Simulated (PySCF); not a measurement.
Molecule: `InChI=1S/CH10O2Si3/c1-5-3-6-2-4/h5-6H2,1,4H3`.

Cartesian coordinates in Å; atom numbers follow the order of the lines, from 1:
```xyz
16

C    -2.767    0.383    0.021
Si   -1.364   -0.892    0.004
O    -0.389   -0.589    1.268
Si    1.015   -0.171    1.946
O     2.091    0.262    0.820
Si    2.570    0.556   -0.697
H    -3.456    0.211   -0.801
H    -3.338    0.334    0.944
H    -2.388    1.398   -0.074
H    -0.586   -0.804   -1.237
H    -1.853   -2.252    0.243
H     1.552   -1.353    2.602
H     0.763    1.008    2.761
H     2.584   -0.707   -1.436
H     1.648    1.511   -1.314
H     3.909    1.115   -0.526
```

Frames of a GFN2-xTB Langevin trajectory at 300 K; GIAO PBE0/pcSseg-1 shieldings in PySCF 2.14, gas phase, non-relativistic; equivalent atoms averaged within each frame.

δ = σ(ref) − σ, references computed at the same level: ¹³C (σ = 186.93 ppm), ²⁹Si (σ = 349.16 ppm), ¹H (σ = 31.72 ppm) vs TMS; H2O for ¹⁷O (σ = 336.08 ppm). The references are static minima.

Question: How do the shifts (ppm) fluctuate along the trajectory?

Answer: 
```csv
time (fs),C1,Si2,Si6,Si4,O3,O5,H10/H11,H12/H13,H14/H15/H16,H7/H8/H9
optimised geometry,0.3,-24.1,-43.9,-47.3,61.7,41.1,5.36,4.93,5.23,0.38
250,-4.2,-21.0,-26.7,-39.3,67.5,49.1,5.37,5.03,4.98,-0.34
425,1.7,-12.1,-43.2,-53.8,61.3,51.8,4.94,5.19,5.52,1.05
625,4.2,-29.1,-42.1,-44.1,58.9,39.1,5.46,4.83,5.04,0.59
800,-3.3,-20.3,-37.7,-53.9,77.6,44.5,4.80,5.04,5.62,0.00
1000,2.9,-21.9,-46.5,-46.6,66.8,46.4,4.21,5.13,5.30,0.89
mean of frames,0.2,-20.9,-39.2,-47.5,66.4,46.2,4.96,5.04,5.29,0.44
standard deviation,3.8,6.0,7.7,6.3,7.2,4.8,0.50,0.14,0.28,0.59
```

5 frames give an uncertainty of the mean of about the standard deviation over 2.2 at best, since frames this close in time may not be independent; classical motion lacks zero-point vibration, and the reference would need the same averaging.
